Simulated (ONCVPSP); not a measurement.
# Which change was made? (Ni, ONCV)

```
Element                 : nickel (Ni)
Generator               : ONCVPSP 4.0.1
Type                    : optimised norm-conserving Vanderbilt (ONCV)
Functional              : PBE
Relativity              : scalar-relativistic
Frozen core             : [Ne]
Valence charge          : 18
Reference configuration : 3s2 3p6 3d8 4s1 (charge +1)
Partial waves           : 3s+4s: rc 1.15 bohr, ncon 3, nbas 7, qcut 8.4 1/bohr, 2 projectors; 3p: rc 0.75 bohr, ncon 3, nbas 6, qcut 12.3 1/bohr, 2 projectors, debl 2.2 Ha; 3d: rc 1.45 bohr, ncon 4, nbas 8, qcut 10.7 1/bohr, 2 projectors, debl 0.9 Ha
Local potential         : polynomial inside 0.50 bohr (lpopt 5, dvloc0 0 Ha)
Core correction         : polynomial model core, fcfact 0.3
```

In the p channel the program set the typed energies aside and used -2.959, 0.250 Ha.

Cutoffs, loose and tight: the cutoffs (Ha) at which the residual kinetic energy of the hardest occupied pseudo-wave falls to 1 and 0.1 mHa per electron. They do not see the model core or the augmentation charge, which bear on the density cutoff. Test errors are all-electron minus pseudo excitation energies from the reference, over the configurations 3s2 3p6 3d8 4s2; 3s2 3p6 3d8 4s0; 3s2 3p6 3d7 4s0; 3s2 3p6 3d9 4s0; variants that change the core or the reference have their own tests.

The base gives: outcome: generated, projector energies reset by the program; cutoff, loose: 62 Ha; cutoff, tight: 156 Ha; bound ghosts: none; GHOST(+) flags above zero: s; largest test error (meV): +33.

(1) After one change the result is: outcome: generated, projector energies reset by the program; cutoff, loose: 62 Ha; cutoff, tight: 156 Ha; bound ghosts: none; GHOST(+) flags above zero: s; largest test error (meV): +16. Which change was it?
A. d: rc 2.08
B. d: rc 1.02
C. d: rc 1.58
D. d: rc 1.26
E. d: rc 1.74

## Answers

(1) D. The others give: d: rc 1.02 → outcome: generated, projector energies reset by the program; cutoff, loose: 199 Ha; cutoff, tight: 238 Ha; bound ghosts: none; GHOST(+) flags above zero: s; largest test error (meV): +4.8 | d: rc 1.58 → outcome: generated, projector energies reset by the program; cutoff, loose: 62 Ha; cutoff, tight: 156 Ha; bound ghosts: none; GHOST(+) flags above zero: s; largest test error (meV): +50 | d: rc 1.74 → outcome: generated, projector energies reset by the program; cutoff, loose: 62 Ha; cutoff, tight: 156 Ha; bound ghosts: none; GHOST(+) flags above zero: s; largest test error (meV): +75 | d: rc 2.08 → outcome: generated, projector energies reset by the program; cutoff, loose: 62 Ha; cutoff, tight: 156 Ha; bound ghosts: none; GHOST(+) flags above zero: s; largest test error (meV): +146.
